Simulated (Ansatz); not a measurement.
Ansatz (an electronic-structure program) input:

Ansatz 0.2 input:
```yaml
crystal:
  periodic: [false, false, false]
  atoms:
    - {symbol: Ge, position_ang: [-0.00000000, -0.00000000, -0.38851526]}
    - {symbol: F, position_ang: [0.00000000, 0.00000000, 1.38138759]}
basis:
  gaussian:
    orbitals: def2-TZVPD
hamiltonian:
  xc: {name: wB97X}
total_charge: -1
magnetization: {spin_polarized: true, initial_magnetization: 2}
```

### Question
Which total energy does the run end on?

### Answer
-2176.92683 Eh (wB97X/def2-TZVPD). The basis has 94 functions.

This state (charge -1, triplet) is run at the relaxed geometry of the species with charge 0 and multiplicity 2.
